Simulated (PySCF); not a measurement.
Q: What does the PBE0-D3(BJ)/def2-SVP structure of `[SiH3]C[BH2-][PH3+]` look like in three dimensions?

A: 
Z-matrix in Å and degrees, rows numbered from 1:
```
Si
C   1  1.8771
B   2  1.6185  1  109.09
P   3  1.9506  2  109.66  1   179.73
H   1  1.5015  2  111.99  3   179.82
H   1  1.4972  2  110.97  3    59.87
H   1  1.4972  2  110.93  3   -60.24
H   2  1.1048  1  107.15  3   122.68
H   2  1.1048  1  107.18  3  -122.64
H   3  1.2264  2  115.88  1   -66.82
H   3  1.2264  2  115.88  1    66.30
H   4  1.4185  3  118.31  2   -60.01
H   4  1.4167  3  117.36  2   179.93
H   4  1.4186  3  118.27  2    59.93
```

P4 (phosphorus bonded to B and 3 H) is distorted tetrahedral (angles from 99.3° to 118.3°). B3 (four-coordinate boron) is distorted tetrahedral (angles from 101.0° to 115.9°). The 4 heavy atoms lie in one plane (0.002 Å rms). Si1 (SiH3 silicon) is tetrahedral (angles from 107.4° to 112.0°).

The calculation used PySCF, PBE0-D3(BJ)/def2-SVP geometry optimisation, gas phase.

Point group: Cs (every atom within 0.08 Å of its image). Stationary, but not proved a minimum. The numbers are those of one conformer (Si1–C2–B3–P4 180°).
